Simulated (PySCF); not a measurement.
Isomers of C3H9ClO2Si2, mass 167.983 u with the commonest isotopes. Method used: PBE0/pcSseg-1 in PySCF (dipole) on a GFN2-xTB geometry, gas phase. One conformer each, none proved a minimum here; rigid rotors.

Question: Order these by rotational constant B, smallest first.
A. `[CH3:1][O:2][C@@H:3]1[CH2:4][SiH2:5][O:6][Si@@H:7]1[Cl:8]` with C1–O2–C3–C4 -153°, O2–C3–C4–Si5 -81°, C3–C4–Si5–O6 -30°, C4–Si5–O6–Si7 13°, Si5–O6–Si7–Cl8 125°
B. `[O:1]=[C:2]([CH2:3][O:4][SiH3:5])[SiH2:6][CH2:7][Cl:8]` with O1–C2–C3–O4 180°, C2–C3–O4–Si5 -179°, O1–C2–Si6–C7 1°, C2–Si6–C7–Cl8 178°
C. `[CH2:1]=[CH:2][O:3][Si@@:4]([OH:5])([SiH3:6])[CH2:7][Cl:8]` with C1–C2–O3–Si4 5°, C2–O3–Si4–O5 -67°, O3–Si4–O5–H -63°, O3–Si4–C7–Cl8 174°
D. `[SiH3:1][CH2:2][O:3][SiH2:4][O:5]/[CH:6]=[CH:7]\[Cl:8]` with Si1–C2–O3–Si4 86°, C2–O3–Si4–O5 180°, O3–Si4–O5–C6 180°, Si4–O5–C6–C7 1°

Answer: D (466.4 MHz), B (500.1 MHz), C (740.5 MHz), A (1127 MHz).

Question: Order these by rotational constant C, smallest first.
A. `[CH2:1]=[CH:2][O:3][Si@@:4]([OH:5])([SiH3:6])[CH2:7][Cl:8]` with C1–C2–O3–Si4 5°, C2–O3–Si4–O5 -67°, O3–Si4–O5–H -63°, O3–Si4–C7–Cl8 174°
B. `[CH3:1][O:2][C@@H:3]1[CH2:4][SiH2:5][O:6][Si@@H:7]1[Cl:8]` with C1–O2–C3–C4 -153°, O2–C3–C4–Si5 -81°, C3–C4–Si5–O6 -30°, C4–Si5–O6–Si7 13°, Si5–O6–Si7–Cl8 125°
C. `[O:1]=[C:2]([CH2:3][O:4][SiH3:5])[SiH2:6][CH2:7][Cl:8]` with O1–C2–C3–O4 180°, C2–C3–O4–Si5 -179°, O1–C2–Si6–C7 1°, C2–Si6–C7–Cl8 178°
D. `[SiH3:1][CH2:2][O:3][SiH2:4][O:5]/[CH:6]=[CH:7]\[Cl:8]` with Si1–C2–O3–Si4 86°, C2–O3–Si4–O5 180°, O3–Si4–O5–C6 180°, Si4–O5–C6–C7 1°

Answer: C (406.7 MHz), D (432.5 MHz), A (621.5 MHz), B (762.5 MHz).

Question: Order these by radius of gyration √(Σ m r²/M), smallest first.
A. `[O:1]=[C:2]([CH2:3][O:4][SiH3:5])[SiH2:6][CH2:7][Cl:8]` with O1–C2–C3–O4 180°, C2–C3–O4–Si5 -179°, O1–C2–Si6–C7 1°, C2–Si6–C7–Cl8 178°
B. `[CH2:1]=[CH:2][O:3][Si@@:4]([OH:5])([SiH3:6])[CH2:7][Cl:8]` with C1–C2–O3–Si4 5°, C2–O3–Si4–O5 -67°, O3–Si4–O5–H -63°, O3–Si4–C7–Cl8 174°
C. `[SiH3:1][CH2:2][O:3][SiH2:4][O:5]/[CH:6]=[CH:7]\[Cl:8]` with Si1–C2–O3–Si4 86°, C2–O3–Si4–O5 180°, O3–Si4–O5–C6 180°, Si4–O5–C6–C7 1°
D. `[CH3:1][O:2][C@@H:3]1[CH2:4][SiH2:5][O:6][Si@@H:7]1[Cl:8]` with C1–O2–C3–C4 -153°, O2–C3–C4–Si5 -81°, C3–C4–Si5–O6 -30°, C4–Si5–O6–Si7 13°, Si5–O6–Si7–Cl8 125°

Answer: D (2.068 Å), B (2.302 Å), C (2.686 Å), A (2.730 Å).

| SMILES | point group | Ia (u·Å²) | Ib (u·Å²) | Ic (u·Å²) | κ | μa (D) | μb (D) | μc (D) |
| --- | --- | --- | --- | --- | --- | --- | --- | --- |
| CO[C@@H]1C[SiH2]O[Si@@H]1Cl | C1 | 325.05 | 448.54 | 662.83 | -0.08 | 0.74 | 2.12 | 1.61 |
| O=C(CO[SiH3])[SiH2]CCl | – | 250.16 | 1010.60 | 1242.63 | -0.88 | 4.00 | 0.30 | 0.03 |
| [SiH3]CO[SiH2]O/C=C\Cl | C1 | 172.01 | 1083.61 | 1168.47 | -0.97 | 0.29 | 0.15 | 0.21 |
| C=CO[Si@@](O)([SiH3])CCl | C1 | 285.05 | 682.44 | 813.15 | -0.79 | 1.46 | 1.70 | 0.22 |
